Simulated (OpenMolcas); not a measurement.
# Computed transition rates of Xe3+

* Program: OpenMolcas
* Method: MS-RASPT2, IPEA 0.25 Eh, imaginary shift 0.1 Eh (closed shells correlated: 4d)
* Basis: ANO-RCC-VQZP [8s7p5d3f2g]
* Scalar Hamiltonian: DKH2, point nucleus
* Active space: 5 electrons in 9 orbitals (RAS2 5s 5p; RAS3 5d, at most 2 electrons)
* State averaging: 2S+1 = 4 odd, 1 root; 2S+1 = 2 odd, 11 roots; 2S+1 = 4 even, 3 roots; 2S+1 = 2 even, 9 roots
* Spin-orbit coupling: state interaction with AMFI integrals over the reference wave functions, term energies averaged over their components

Rates come from the transition moments of the reference wave functions (E1 and E2 in the length form). At fixed line strength A goes as λ^-3 for E1 and M1 and as λ^-5 for E2, so a rate at the computed wavelength can be rescaled to the measured one. Measured vacuum wavelengths follow from level energies in Saloman, J. Phys. Chem. Ref. Data 33, 765 (2004). Branching counts decays inside the model space alone, at computed energies, and the table is only a selection of the E2 and M1 lines, drawn from those between levels with measured partners whose computed energy lies within a factor of 1.5 of the measured one.

| Upper | Lower | Type | λ computed (nm) | λ measured (nm) | A computed (s-1) | A rescaled (s-1) | Branching % |
| --- | --- | --- | --- | --- | --- | --- | --- |
| 5s² 5p³ ²D°_5/2 | 5s² 5p³ ²D°_3/2 | M1 | 2704 | 2356 | 4.30e-01 | 6.50e-01 | 22.7 |
| 5s² 5p³ ²P°_3/2 | 5s² 5p³ ²P°_1/2 | M1 | 1625 | 1314 | 1.61e+00 | 3.05e+00 | 1.4 |
| 5s² 5p³ ²D°_3/2 | 5s² 5p³ ⁴S°_3/2 | M1 | 749.5 | 753.7 | 1.42e+01 |  | 99.7 |
| 5s² 5p³ ²P°_1/2 | 5s² 5p³ ²D°_3/2 | M1 | 681.5 | 677.1 | 8.21e+00 |  | 17.4 |
| 5s² 5p³ ²P°_1/2 | 5s² 5p³ ²D°_3/2 | E2 | 681.5 | 677.1 | 8.61e-01 | 8.89e-01 | 1.8 |
| 5s² 5p³ ²D°_5/2 | 5s² 5p³ ⁴S°_3/2 | M1 | 586.8 | 571.1 | 1.29e+00 |  | 68.3 |
| 5s² 5p³ ²D°_5/2 | 5s² 5p³ ⁴S°_3/2 | E2 | 586.8 | 571.1 | 1.70e-01 |  | 9.0 |
| 5s² 5p³ ²P°_3/2 | 5s² 5p³ ²D°_5/2 | M1 | 583.8 | 551.3 | 1.57e+01 |  | 13.8 |
| 5s² 5p³ ²P°_3/2 | 5s² 5p³ ²D°_5/2 | E2 | 583.8 | 551.3 | 2.11e+00 | 2.81e+00 | 1.9 |
| 5s² 5p³ ²P°_3/2 | 5s² 5p³ ²D°_3/2 | M1 | 480.1 | 446.8 | 5.53e+01 |  | 48.6 |
| 5s² 5p³ ²P°_3/2 | 5s² 5p³ ²D°_3/2 | E2 | 480.1 | 446.8 | 1.14e+00 | 1.63e+00 | 1.0 |
| 5s² 5p³ ²P°_1/2 | 5s² 5p³ ⁴S°_3/2 | M1 | 356.9 | 356.7 | 3.73e+01 |  | 79.0 |
| 5s² 5p³ ²P°_1/2 | 5s² 5p³ ⁴S°_3/2 | E2 | 356.9 | 356.7 | 6.72e-01 |  | 1.4 |
| 5s² 5p³ ²P°_3/2 | 5s² 5p³ ⁴S°_3/2 | M1 | 292.7 | 280.5 | 3.78e+01 |  | 33.3 |

Spin-changing lines and M1 lines between different terms are not rescaled, since their strength hangs on the term gaps too.

The largest correction is for 5s² 5p³ ²P°_3/2 → 5s² 5p³ ²P°_1/2 (M1): 1.61e+00 × (1625 / 1314)^3 = 3.05e+00 s-1, a factor of 1.89.

No measured rate stands beside these. Rescaling mends the energy factor alone: line strengths can still be far off where a level mixes with configurations outside the active space, and weak or spin-changing lines hang on small mixing coefficients that depend on the term gaps too, so rescaling need not improve them.

CASPT2 does not keep the components of a term degenerate, so their means are used; among the terms shown or strongly mixed into the levels shown the widest spread is 35 cm-1 (5s² 5p³ ²D°). The run also gave levels led by 5s 5p³ 5d, 5s² 5p² 5d, which use shells meant for correlation; these and all levels above them are left out. Measured partners are found by configuration, term and J. A level has none where our copy of the source lacks it or the pairing is in doubt (some pairs that miss far off the trend of their configuration count as doubtful). Only configurations of the active space appear.

° marks odd parity.
